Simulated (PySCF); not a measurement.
# Nitrogen: a sound run and one with changed settings

Sound run: N²⁺ [He] 2s2 2p1, N³⁺ [He] 2s2. All numbers are calculated (PySCF 2.14, the non-relativistic Hamiltonian (point nucleus), in def2-TZVP (5s3p2d1f, 31 functions)). In the sound run the correlated levels freeze 1s2. The sound run starts from symmetry-adapted Hartree-Fock orbitals and uses a fine grid where one is needed.

A second run was set up differently.

| species | method | sound run (hartree) | changed run (hartree) | converged |
| --- | --- | --- | --- | --- |
| N²⁺ | UHF | -52.81858 | -52.12682 | yes |
| N²⁺ | PBE0 | -52.90455 | -52.19984 | yes |
| N²⁺ | M06-2X | -52.96150 | -52.26729 | yes |
| N²⁺ | MP2 | -52.87400 | -52.14900 | yes |
| N²⁺ | CCSD(T) | -52.90193 | -52.16878 | yes |
| N³⁺ | UHF | -51.08045 | -50.37155 | yes |
| N³⁺ | PBE0 | -51.14041 | -50.41631 | yes |
| N³⁺ | M06-2X | -51.21200 | -50.49308 | yes |
| N³⁺ | MP2 | -51.12970 | -50.40619 | yes |
| N³⁺ | CCSD(T) | -51.16589 | -50.43540 | yes |

Ionisation energy of N²⁺:

```
 method  sound run (eV)  changed run (eV)
    UHF          47.297            47.763
   PBE0          48.005            48.532
 M06-2X          47.606            48.279
    MP2          47.465            47.424
SCS-MP2          47.417            47.357
   CCSD          47.212            47.168
CCSD(T)          47.240            47.168
```

(1) What was changed?
A. too few SCF iterations
B. level shift left on
C. radial grid too coarse
D. minimal basis

## Answers

(1) D. It used basis STO-3G. A minimal basis cannot let orbitals breathe on ionisation and holds almost no correlation.
